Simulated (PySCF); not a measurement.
**Stretching AsH**

Set-up: As 6-311G(d,p), H 6-311G(d,p); no relativity (PySCF 2.14). Energies in eV from As + H in their ground configurations at the same level. All curves are PBE0. state 1: ³Σ⁻ (triplet), unpaired electrons π ↑↑; state 2: Ms = 0 determinant of mixed spin (⟨S²⟩ near 1.0), unpaired electrons π ↑↓, a mixture of terms (⟨Lz²⟩ = 2.0), a second solution, started from another occupation; state 3: singlet, one real π or δ orbital doubly filled, a mixture of terms (⟨Lz²⟩ = 2.0), a second solution, started from another occupation; state 4: quintet, unpaired electrons σ ↑↑, π ↑↑, a second solution, started from another occupation.

```
R (Å)  state 1  state 2  state 3  state 4
1.317   -2.314   -1.926   -0.827   5.5359
1.379   -2.617   -2.230   -1.130   4.8682
1.440   -2.790   -2.404   -1.303   4.3021
1.486   -2.854   -2.468   -1.366   3.9298
1.532   -2.873   -2.488   -1.384   3.5923
1.578   -2.855   -2.470   -1.365   3.2849
1.639   -2.787   -2.402   -1.295   2.9152
1.716   -2.648   -2.262   -1.153   2.5062
1.808   -2.427   -2.040   -0.927   2.0821
1.930   -2.081   -1.689   -0.572   1.6144
```

Task: Put a parabola through the three lowest points of the state 1 curve and estimate Re, k and ωe (reduced mass 0.9944 u; 1 eV/Å² = 0.16022 mdyn/Å; ωe = 1302.8·√(k/μ) cm⁻¹).

Result: Through R = 1.486, 1.532, 1.578 Å the second-order coefficient is 8.74 eV/Å², so Re ≈ 1.533 Å, k ≈ 2.80 mdyn/Å and ωe ≈ 2187 cm⁻¹. A polynomial fit of higher order to the unrounded PBE0 energies gives Re = 1.531 Å, k = 2.77 mdyn/Å, ωe = 2175 cm⁻¹; anharmonicity and rounding make the difference.

The higher-order fit for each curve: state 1: Re = 1.531 Å, ωe = 2175 cm⁻¹, De = 2.87 eV; state 2: Re = 1.532 Å, ωe = 2178 cm⁻¹, minimum 2.49 eV below the ground-state fragments; state 3: Re = 1.530 Å, ωe = 2189 cm⁻¹, minimum 1.38 eV below the ground-state fragments. State 4 gave no clean fit.

Spin–orbit coupling is left out. The state is the lowest determinant that a PBE0 search found; another state may lie lower at other levels.
